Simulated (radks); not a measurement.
Ge, 32 electrons, occupied as [Ar] 3d10 4p4 (not the ground configuration). All-electron calculation, scalar-relativistic Kohn-Sham, PBE, spin-unpolarised, spherical densities, point nucleus. Program: a radial shooting solver on a logarithmic mesh with Libxc functionals.

Unscreened Slater integrals over Kohn-Sham orbitals (cm^-1).

integral,value
"F0(4p,4p)",73817
"F2(4p,4p)",37699
"F0(4p,3d)",97683
"F2(4p,3d)",17858
"G1(4p,3d)",6504.3
"G3(4p,3d)",5566.8
"F0(4p,3p)",98452
"F2(4p,3p)",15377
"G0(4p,3p)",3561.8
"G2(4p,3p)",4050.9
"F0(4p,3s)",98627
"G1(4p,3s)",3972.2
"F0(3d,3d)",277960
"F2(3d,3d)",129530
"F4(3d,3d)",80776
"F0(3d,3p)",290580
"F2(3d,3p)",137750
"G1(3d,3p)",168930
"G3(3d,3p)",103240
"F0(3d,3s)",295090
"G2(3d,3s)",128420
"F0(3p,3p)",306710
"F2(3p,3p)",153290
"F0(3p,3s)",311490
"G1(3p,3s)",205970
"F0(3s,3s)",316750

Derived for the open shells (J is the average intra-shell exchange parameter used in DFT+U). 4p: J = F2/5 = 7540 cm^-1; in LS coupling 1D lies 6 F2/25 = 9048 cm^-1 above 3P.
